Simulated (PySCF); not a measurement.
How methods differ on the ionisation energy of Pb⁵⁹⁺

Pb⁵⁹⁺ [Ar] 3d5 (6S) → Pb⁶⁰⁺ [Ar] 3d4 (5D), as a difference of total energies. All numbers are calculated (PySCF 2.14, scalar relativity by spin-free X2C-1e, in an even-tempered Gaussian basis (17 s from 16 bohr⁻², ratio 2.5; 13 p from 20 bohr⁻², ratio 2.5; 7 d from 20 bohr⁻², ratio 2.5; 4 f from 78 bohr⁻², ratio 2.7; 3 g from 120 bohr⁻², ratio 2.7)). Correlated levels: outer shells: [Ne] frozen; virtual orbitals above 40 to 60 times the deepest correlated orbital energy dropped. The calculations carry no spin-orbit coupling.

```
                method  ionisation energy (eV)
                   UHF                  6240.5
                   LDA                  6235.1
                   PBE                  6234.6
                  PBE0                  6236.6
                r2SCAN                  6237.5
                M06-2X                  6240.7
                revPBE                  6234.6
    MP2 (outer shells)                  6240.7
SCS-MP2 (outer shells)                  6240.1
```

Spin-orbit coupling is strong in these open shells (close to jj coupling). The scalar numbers leave it out and a first-order estimate fails, so it can dominate the gap to the real levels.

Breit and QED terms and the two-electron picture change are absent.

For comparison: 6162 ± 7 eV (theoretical estimate listed by NIST; NIST Atomic Spectra Database, ionization energies).
